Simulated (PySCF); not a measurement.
F₄Zr, SMILES [F][Zr-]([F])([F])[F] (connectivity only; charge and spin as stated), charge -1, multiplicity 2. Geometry optimised at PBE-D3(BJ)/def2-SVPD. The spin state was assumed, not searched. The def2 effective core potentials stand for the cores of Zr; spin–orbit coupling is left out.

These are PBE-D3(BJ)/def2-SVPD in PySCF 2.14.0 values and carry that method's errors.

Harmonic wavenumbers (cm⁻¹): 99, 117, 142, 142, 189, 521, 539, 553, 553. Rotational constants (GHz): 3.049, 3.049, 1.863; symmetry number 4.

Problem. Work out the zero-point energy and the ideal-gas rigid-rotor harmonic-oscillator thermochemistry at 298.15 K and 1 atm.

Solution. ZPE = ½ Σ hcν = ½ × 2855 cm⁻¹ = 4.08 kcal/mol. H − E(el) = 9.03 kcal/mol. Entropy in cal/(mol K): translation 41.25, rotation 24.57, vibration 16.66, spin 1.38, total 83.86. G − E(el) = -15.97 kcal/mol. Cp = 22.15 cal/(mol K). Modes under 150 cm⁻¹ make the vibrational entropy uncertain.
